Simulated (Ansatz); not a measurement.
The lowest singlet and triplet of OH (SMILES [OH+]); geometries from B3LYP-D3(BJ)/def2-TZVP, each state relaxed from the structure named, with no frequency check, low spin by broken symmetry.
Singlet at the triplet's geometry (charge 1, multiplicity 1):
```json
[
 {"atom": "O", "x (Å)": "0.0000", "y (Å)": "0.0000", "z (Å)": "-0.1156"},
 {"atom": "H", "x (Å)": "0.0000", "y (Å)": "0.0000", "z (Å)": "0.9250"}
]
```

A positive gap puts the triplet lower; no zero-point energy. R- takes a restricted singlet, here one determinant of a half-filled degenerate or near-degenerate pair, which mixes singlet states. U- takes an unrestricted singlet (broken symmetry where lower, unprojected). The triplet is unrestricted in single-reference levels. Active spaces average the two states.

Cores are frozen in the correlated methods.

The values were computed with Ansatz (a quantum-chemistry and plane-wave program) with Gaussian orbitals. Each number belongs to the level named beside it.

```
level                                     gap E(singlet) − E(triplet), vertical, at the triplet's geometry (kcal/mol)
----------------------------------------  ---------------------------------------------------------------------------
R-HF/cc-pVQZ                                                                                                    86.79
R-PBE/def2-TZVPP                                                                                                72.49
U-B3LYP/def2-TZVPP (spin-contaminated)                                                                          17.97
R-PBE0/def2-TZVPP                                                                                               74.85
R-MP2/cc-pVTZ                                                                                                   72.59
R-CCSDT/cc-pVTZ                                                                                                 52.14
FIC-NEVPT4(SD) on SA-CASSCF(6,5)/cc-pVDZ                                                                        54.74
FIC-MRCISD+Q on SA-CASSCF(6,5)/cc-pVTZ                                                                          51.54
FIC-MRCISD+Q on SA-CASSCF(6,5)/cc-pVQZ                                                                              …
```

Q: What belongs in the gaps?

A: 
- FIC-MRCISD+Q on SA-CASSCF(6,5)/cc-pVQZ, gap E(singlet) − E(triplet), vertical, at the triplet's geometry (kcal/mol): 50.39

Doubts at one or more of the structures used: a restricted determinant that unrestricted orbitals would lower (R-HF/cc-pVQZ, R-PBE/def2-TZVPP, R-PBE0/def2-TZVPP, R-MP2/cc-pVTZ, R-CCSDT/cc-pVTZ); other coupled-cluster roots lie near (R-CCSDT/cc-pVTZ).
